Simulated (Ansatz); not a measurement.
Task: Name a neutral molecule of B, C, N, O, Si and H with HOMO–LUMO gap (ωB97M-V/def2-TZVPP) between 11.75 and 12.05 eV and LUMO energy (ωB97M-V/def2-TZVPP) between 1.55 and 1.85 eV (Ansatz, PBE0-D4/def2-TZVP geometry).

Result: `CB(N)O[SiH3]` (12.00 eV, 1.85 eV). Other molecules can fit too; these were computed, each in one conformer that needn't be the lowest.
